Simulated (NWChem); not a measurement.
System: CH₆AlN; SMILES C[NH][AlH2]

```xyz
9

Al     0.0988    -1.2331     0.0000
H     -0.9964    -2.3822     0.0020
H      1.6693    -1.4681    -0.0016
N     -0.4904     0.4441    -0.0003
C      0.2555     1.6805     0.0002
H     -1.4938     0.6068    -0.0013
H      0.0471     2.3056     0.8885
H      0.0516     2.3038    -0.8905
H      1.3370     1.4719     0.0031
```
Atoms are numbered in this order, from 1.

Computed with NWChem. Pople sets run with spherical d functions. STO-3G and 3-21G are far too small for this property and stand as cheap habits. Coordinates come from a PBE0/def2-SVP optimisation. Vertical excitations in the gas phase; the lowest state need not have the same character in each row.

| level | basis functions | lowest excitation, singlet (eV) | oscillator strength of that lowest state | lowest state with f > 0.02, singlet (eV) | oscillator strength of that bright state | orbital gap (eV) | relative time |
|---|---|---|---|---|---|---|---|
| Hartree-Fock/3-21G, CIS | 43 | 6.79 | 0.243 | 6.79 | 0.243 | 11.85 | 1 |
| Hartree-Fock/6-31G*, CIS | 58 | 6.90 | 0.179 | 6.90 | 0.179 | 11.90 | 4 |
| Hartree-Fock/6-31+G*, CIS | 70 | 6.62 | 0.026 | 6.62 | 0.026 | 11.23 | 6 |
| Hartree-Fock/def2-SVP, CIS | 76 | 7.04 | 0.193 | 7.04 | 0.193 | 12.19 | 3 |
| Hartree-Fock/def2-SVPD, CIS | 112 | 6.93 | 0.021 | 6.93 | 0.021 | 11.79 | 10 |
| Hartree-Fock/def2-TZVP, CIS | 135 | 6.91 | 0.150 | 6.91 | 0.150 | 11.89 | 30 |
| Hartree-Fock/aug-cc-pVDZ, CIS | 127 | 6.45 | 0.017 | 6.73 | 0.133 | 10.75 | 40 |

Times are rough ratios from one shared machine.
